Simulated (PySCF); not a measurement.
## `C[C@H]1[SiH2][C@@H](F)[Si@@H]1C#N`, C4H8FNSi2

Molfile (atoms numbered from 1):
```
C4H8FNSi2
     RDKit          3D

 16 16  0  0  0  0  0  0  0  0999 V2000
    2.0463   -0.1487   -0.6071 C   0  0  0  0  0  0  0  0  0  0  0  0
    0.7175   -0.4678    0.0709 C   0  0  1  0  0  0  0  0  0  0  0  0
    0.2007    0.6384    1.5708 Si  0  0  0  0  0  4  0  0  0  0  0  0
   -1.5327    0.7874    0.7067 C   0  0  1  0  0  0  0  0  0  0  0  0
   -1.9939    2.0909    0.5411 F   0  0  0  0  0  0  0  0  0  0  0  0
   -0.8896   -0.0590   -0.9125 Si  0  0  2  0  0  4  0  0  0  0  0  0
   -1.8870   -1.5691   -1.3681 C   0  0  0  0  0  0  0  0  0  0  0  0
   -2.4931   -2.5056   -1.6291 N   0  0  0  0  0  0  0  0  0  0  0  0
    2.0843    0.8942   -0.9146 H   0  0  0  0  0  0  0  0  0  0  0  0
    2.1923   -0.7685   -1.4908 H   0  0  0  0  0  0  0  0  0  0  0  0
    2.8774   -0.3296    0.0727 H   0  0  0  0  0  0  0  0  0  0  0  0
    0.7378   -1.5231    0.3574 H   0  0  0  0  0  0  0  0  0  0  0  0
    0.1926   -0.0098    2.8804 H   0  0  0  0  0  0  0  0  0  0  0  0
    0.8795    1.9296    1.5970 H   0  0  0  0  0  0  0  0  0  0  0  0
   -2.3480    0.2585    1.2079 H   0  0  0  0  0  0  0  0  0  0  0  0
   -0.7917    0.7910   -2.0941 H   0  0  0  0  0  0  0  0  0  0  0  0
  1  2  1  0
  2  3  1  0
  3  4  1  0
  4  5  1  0
  4  6  1  0
  6  7  1  0
  7  8  3  0
  6  2  1  0
  1  9  1  0
  1 10  1  0
  1 11  1  0
  2 12  1  1
  3 13  1  0
  3 14  1  0
  4 15  1  1
  6 16  1  6
M  END
```

Computed with TDDFT BHandHLYP/def2-SVPD circular dichroism and optical rotation, one conformer, gas phase in PySCF 2.14.0. Geometry: GFN2-xTB.

(1) Draw the ECD and absorption spectra from the lowest 16 states, each a Gaussian of half-width 0.25 eV at 1/e height.

## Answers

(1) 
```csv
E (eV),λ (nm),Δε (L mol⁻¹ cm⁻¹),ε (L mol⁻¹ cm⁻¹)
5.73,216,+0.22,19.7
5.88,211,+1.66,155
6.03,206,+5.79,629
6.18,201,+8.57,1570
6.33,196,+3.29,3550
6.48,191,-1.52,7720
6.63,187,+2.39,11000
6.78,183,+6.71,8960
6.93,179,+7.32,5040
7.08,175,+7.44,3320
7.23,172,+8.24,3300
7.38,168,+8.14,3660
7.53,165,+5.66,2950
7.68,161,+1.90,1700
7.83,158,-0.69,1030
7.98,155,-1.13,832
8.13,153,-2.71,1310
8.28,150,-11.85,2840
```
Δε uses R in velocity form, ε uses f in length form. Only the states computed contribute, so the short-wavelength end is incomplete.
